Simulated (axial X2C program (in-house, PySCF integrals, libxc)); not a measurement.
**CuB⁻: a run with one poor setting**

Calculated with an axial X2C code built on PySCF integrals. Spin-free means the one-electron spin-free X2C Hamiltonian. Basis: Cu dyall-av3z [10s10p7d3f2g], B dyall-av3z [8s7p3d2f] (cores contracted in-house); Gaussian nuclei, density fitting, unrestricted open shells. Masses: Cu 62.930 u, B 11.009 u.

One setting of this run was spoiled on purpose, so its numbers are not properties of CuB⁻. Level: HF, scalar-relativistic; state M_S = 1/2, Λ = 0 (beyond evenly filled blocks: σα).

```json
{"R (Å)": "1.663", "E − E(lowest point) (eV)": "1.2708", "SCF iterations": "20"}
{"R (Å)": "1.740", "E − E(lowest point) (eV)": "0.8102", "SCF iterations": "19"}
{"R (Å)": "1.797", "E − E(lowest point) (eV)": "0.5550", "SCF iterations": "19"}
{"R (Å)": "1.855", "E − E(lowest point) (eV)": "0.3626", "SCF iterations": "18"}
{"R (Å)": "1.912", "E − E(lowest point) (eV)": "0.2208", "SCF iterations": "18"}
{"R (Å)": "1.979", "E − E(lowest point) (eV)": "0.1076", "SCF iterations": "17"}
{"R (Å)": "2.046", "E − E(lowest point) (eV)": "0.0389", "SCF iterations": "16"}
{"R (Å)": "2.132", "E − E(lowest point) (eV)": "0.0000", "SCF iterations": "16"}
{"R (Å)": "2.237", "E − E(lowest point) (eV)": "0.0066", "SCF iterations": "16"}
{"R (Å)": "2.390", "E − E(lowest point) (eV)": "0.0802", "SCF iterations": "19"}
```

Fit: Re 2.169 Å, ωe 368.8 cm⁻¹, residual 0.12 microhartree, De 0.30 eV.

PBE0 search, energies from the determinant that was followed:

```
ΔE (eV)             state  electrons beyond evenly filled partner blocks  electrons in σ, π, δ, φ
   0.00  M_S = 1/2, Λ = 0                                             σα                19 12 4 0
   0.37  M_S = 3/2, Λ = 1                                    2 × σα, π+α                18 13 4 0
   0.51  M_S = 1/2, Λ = 0                                   σβ, π+α, π-α                17 14 4 0
   0.78  M_S = 1/2, Λ = 2                                   σα, π+α, π+β                17 14 4 0
   0.78  M_S = 1/2, Λ = 0                                   σα, π+β, π-α                17 14 4 0
   1.06  M_S = 3/2, Λ = 2                                    σα, 2 × π+α                17 14 4 0
   1.40  M_S = 1/2, Λ = 2                                    σβ, 2 × π+α                17 14 4 0
```

**Question.** Which setting was spoiled?
A. virtual space cut too low
B. too few iterations allowed
C. integration grid too coarse
D. an excited determinant was followed
E. density fitting set too sparse

**Answer.** D. An excited determinant was followed: a lower determinant stands in the search.
